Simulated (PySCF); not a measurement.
MSr for M along the fourth-period p block

PBE0 with double-zeta basis sets in PySCF, for the lowest determinant that a PBE0 search found; no spin–orbit coupling. De refers to high-spin ground-configuration atoms. A positive dipole means M(−)Sr(+).

```tsv
M	basis	state (unpaired electrons)	Re (Å)	ωe (cm⁻¹)	De (eV)	μ (D)
Ga	def2-SVP	doublet (π ↑)	3.282	114	0.63	2.88
Se	def2-SVP	singlet (closed shell)	2.581	283	3.26	10.54
Br	def2-SVP	doublet (σ ↑)	2.762	219	3.88	4.86
```

The shortest bond is that of SrSe (2.581 Å), the longest that of SrGa (3.282 Å). SrBr is bound most strongly (3.88 eV) and SrGa least (0.63 eV).

The state changes along the series, so neighbouring rows are not always alike in their bonding.

⟨S²⟩ is raised (SrGa 0.98), so spin contamination touches these numbers. Spin–orbit coupling is left out. States were picked by a PBE0 search and need not be the measured ground states.
